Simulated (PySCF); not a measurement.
Species: C7H11FSSi.
Numbering: `[CH3:1][CH2:2][CH2:3][c:4]1[cH:5][c:6]([SiH3:7])[s:8][c:9]1[F:10]` (hydrogens: H11, H12, H13 on C1; H14, H15 on C2; H16, H17 on C3; H18 on C5; H19, H20, H21 on Si7)

Method used: PySCF 2.14.0, PBE0-D3(BJ)/def2-SVP geometry optimisation, gas phase.

Task: List the bond lengths, angles and torsions at this level.

Result: 
```csv
bond,length (Å)
C1–C2,1.520
C2–C3,1.532
C3–C4,1.500
C4–C5,1.426
C5–C6,1.378
C6–Si7,1.864
C6–S8,1.734
S8–C9,1.724
C9–F10,1.322
C4–C9,1.369
"C1–H11, C1–H12, C1–H13",1.101
"C2–H14, C2–H15",1.103
"C3–H16, C3–H17",1.102
C5–H18,1.093
"Si7–H19, Si7–H20, Si7–H21",1.494
```

Bonds in one row agree within 0.01 Å and their mean is given. A selection of angles:
```csv
angle,degrees
C2–C1–H11,111.2
H11–C1–H12,107.5
C1–C2–C3,113.7
C1–C2–H14,109.8
C3–C2–H14,108.4
C3–C2–H15,108.7
H14–C2–H15,106.0
C2–C3–C4,113.5
C2–C3–H16,109.2
C4–C3–H16,109.2
H16–C3–H17,106.4
C3–C4–C5,126.6
C3–C4–C9,124.0
C5–C4–C9,109.4
C4–C5–C6,115.1
C4–C5–H18,122.4
C6–C5–H18,122.4
C5–C6–Si7,126.8
C5–C6–S8,110.2
Si7–C6–S8,123.0
C6–Si7–H19,106.7
C6–Si7–H20,111.7
H19–Si7–H20,109.5
H20–Si7–H21,107.8
C6–S8–C9,91.0
S8–C9–F10,119.9
C4–C9–S8,114.2
C4–C9–F10,125.9
```

Torsions: C1–C2–C3–C4 -62° (synclinal); C2–C3–C4–C5 101° (anticlinal). The mirror-image conformer, all signs reversed, is as good.

The 5-membered ring C4–C5–C6–S8–C9 has internal angles of 91.0° to 115.1°; it is planar, 0.00 Å rms from its mean plane, widest ring torsion 0°. Si7 (SiH3 silicon) is tetrahedral (angles from 106.7° to 111.7°). Of the pairs four or more bonds apart, C4···H12 is among the closest relative to their van der Waals radii: 2.79 Å, 96 % of the sum of Bondi's values. The 6 C–C bonds span 1.369 Å (C4–C9, aromatic) to 1.532 Å (C2–C3, drawn single), a spread of 0.163 Å.

Point group: C1 (no symmetry element, even within 0.4 Å). Not checked by PBE0-D3(BJ)/def2-SVP frequencies. One conformer, not necessarily the lowest.
